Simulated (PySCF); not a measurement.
**Xe (xenon, neutral) across methods**

[Xe], closed-shell 1S. Calculation: PySCF 2.14, in aug-cc-pVQZ-PP with ECP28MDF (7s7p5d3f2g, 92 functions); scalar relativity through the core potential.

| method | E (hartree) | mean ε 4d (eV) | mean ε 5s (eV) | mean ε 5p (eV) | Σ⟨r²⟩ (bohr²) | ⟨S²⟩ |
| --- | --- | --- | --- | --- | --- | --- |
| UHF | -328.29914 | -72.491 | -27.473 | -12.415 | 59.15 | 0.000 |
| B97-3 | -329.4288 | -62.757 | -22.060 | -9.540 | 58.66 | 0.000 |
| PBE0 | -329.3785 | -62.538 | -21.993 | -9.515 | 58.72 | 0.000 |
| r2SCAN | -329.4878 | -60.066 | -20.505 | -8.582 | 58.58 | 0.000 |
| TPSS | -329.2430 | -59.003 | -19.986 | -8.344 | 58.81 | 0.000 |
| PBE | -329.3438 | -58.880 | -19.807 | -8.229 | 58.98 | 0.000 |
| BLYP | -329.3066 | -58.746 | -19.671 | -8.047 | 59.30 | 0.000 |
| M06-2X | -329.2950 | -66.048 | -24.170 | -10.762 | 58.60 | 0.000 |
| LDA | -328.9193 | -58.805 | -20.065 | -8.373 | 58.93 | 0.000 |

Energies and moments cover only the electrons outside the core potential.
